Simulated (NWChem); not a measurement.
System: AlNH$_{4}$; SMILES [NH2][AlH2]

Here is an NWChem input.

```
start job
memory heap 200 mb stack 900 mb global 1100 mb
geometry units angstroms noautosym nocenter noautoz
  Al     0.000000    -0.000000     0.673915
  H     -0.577135    -1.280945     1.410904
  H      0.577135     1.280945     1.410904
  N      0.000000    -0.000000    -1.107075
  H      0.341571     0.758106    -1.685463
  H     -0.341572    -0.758106    -1.685463
end
basis spherical
  Al library 6-31g*
  H library 6-31g*
  N library 6-31g*
end
dft
  xc hfexch
  iterations 150
  mulliken
end
task dft energy
esp
  recalculate
  probe 0.07
  range 0.3
  factor 1.0
  spacing 0.02
end
task esp
```

Excerpt of the output:

```
             Northwest Computational Chemistry Package (NWChem) 7.3.0
             --------------------------------------------------------

                             Geometry "geometry" -> ""
                             -------------------------

 Output coordinates in angstroms (scale by  1.889725989 to convert to a.u.)

  No.       Tag          Charge          X              Y              Z
 ---- ---------------- ---------- -------------- -------------- --------------
    1 Al                  13.0000     0.00000000     0.00000000     0.67391500
    2 H                    1.0000    -0.57713500    -1.28094500     1.41090400
    3 H                    1.0000     0.57713500     1.28094500     1.41090400
    4 N                    7.0000     0.00000000     0.00000000    -1.10707500
    5 H                    1.0000     0.34157100     0.75810600    -1.68546300
    6 H                    1.0000    -0.34157200    -0.75810600    -1.68546300

 Effective nuclear repulsion energy (a.u.)      52.2137839090

  xc_inp: hfexch multiplicative factor not found.

                                 NWChem DFT Module
                                 -----------------

 Summary of "ao basis" -> "ao basis" (spherical)
 ------------------------------------------------------------------------------
       Tag                 Description            Shells   Functions and Types
 ---------------- ------------------------------  ------  ---------------------
 Al                          6-31g*                  8       18   4s3p1d
 H                           6-31g*                  2        2   2s
 N                           6-31g*                  6       14   3s2p1d

            General Information
            -------------------
          SCF calculation type: DFT
          Wavefunction type:  closed shell.
          No. of atoms     :     6
          No. of electrons :    24
           Alpha electrons :    12
            Beta electrons :    12
          Charge           :     0
          Spin multiplicity:     1
          Use of symmetry is: off; symmetry adaption is: off
          Maximum number of iterations: 150
          AO basis - number of functions:    40
                     number of shells:    22
          Convergence on energy requested:  1.00D-06
          Convergence on density requested:  1.00D-05
          Convergence on gradient requested:  5.00D-04

              XC Information
              --------------
                     Hartree-Fock (Exact) Exchange  1.000

      Superposition of Atomic Density Guess
      -------------------------------------

 Sum of atomic energies:        -298.14531910

      Non-variational initial energy
      ------------------------------

 Total energy =    -298.670443
 1-e energy   =    -515.573577
 2-e energy   =     164.689350
 HOMO         =      -0.360367
 LUMO         =       0.009797

     ---------------------------------------------
      Total Density - Mulliken Population Analysis
     ---------------------------------------------

    Atom       Charge   Shell Charges
 -----------   ------   -------------------------------------------------------
    1 Al  13    12.26   2.00  2.00  5.97  0.83  0.85  0.26  0.21  0.13
    2 H    1     1.14   0.47  0.68
    3 H    1     1.14   0.47  0.68
    4 N    7     8.34   2.00  0.83  2.72  0.82  1.96  0.01
    5 H    1     0.56   0.41  0.15
    6 H    1     0.56   0.41  0.15

   convergence    iter        energy       DeltaE   RMS-Dens  Diis-err
 ---------------- ----- ----------------- --------- --------- ---------
 d= 0,ls=0.0,diis     1   -298.6466193776 -3.51D+02  1.12D-02  3.43D-01
 d= 0,ls=0.0,diis     2   -298.6820226749 -3.54D-02  4.00D-03  1.02D-01
 d= 0,ls=0.0,diis     3   -298.6937613700 -1.17D-02  1.31D-03  2.34D-03
 d= 0,ls=0.0,diis     4   -298.6942795122 -5.18D-04  1.42D-04  2.71D-05
 d= 0,ls=0.0,diis     5   -298.6942868650 -7.35D-06  4.08D-05  1.86D-06
 d= 0,ls=0.0,diis     6   -298.6942874804 -6.15D-07  1.34D-05  1.20D-07
 d= 0,ls=0.0,diis     7   -298.6942875348 -5.45D-08  4.15D-06  5.67D-09

         Total DFT energy =     -298.694287534822
      One electron energy =     -517.763569742201
           Coulomb energy =      193.084071422804
    Exchange-Corr. energy =      -26.228573124382
 Nuclear repulsion energy =       52.213783908958

[...]

                     NWChem Electrostatic Potential Fit Module
                     -----------------------------------------

 Atom parameters

 Number of atoms is                                    6
 Number of basis functions is                         40

 Grid parameters

 Maximum number of grid points is                  31394
 Number of grid points is                          31393
 Grid range                                     0.300000 nm
 Grid spacing                                   0.020000 nm
 Probe radius                                   0.070000 nm
 Atom radius factor                             1.000000

 Atomic radii

    1    0.100000
    7    0.140000
   13    0.195000
 FASTESP  F
  using M.O. file = ./job.movecs

    Atom              Coordinates                           Charge

                                                  ESP

    1 Al    0.000000    0.000000    0.067392    0.931469
    2 H    -0.057714   -0.128095    0.141090   -0.286875
    3 H     0.057714    0.128095    0.141090   -0.288787
    4 N     0.000000    0.000000   -0.110708   -1.068771
    5 H     0.034157    0.075811   -0.168546    0.356762
    6 H    -0.034157   -0.075811   -0.168546    0.356201
                                            ------------
                                                0.000000

 Dipole moment                                  0.383516

 Quadrupole moment Qxx                          1.577401
                   Qyy                         -2.988935
                   Qzz                          1.411534

 RMS deviation kJ/mol                           0.077852

 RRMS %                                        39.896609
```

Level: Hartree-Fock/6-31G* (spherical d). The geometry was optimised at B3LYP/6-31G* (spherical d).
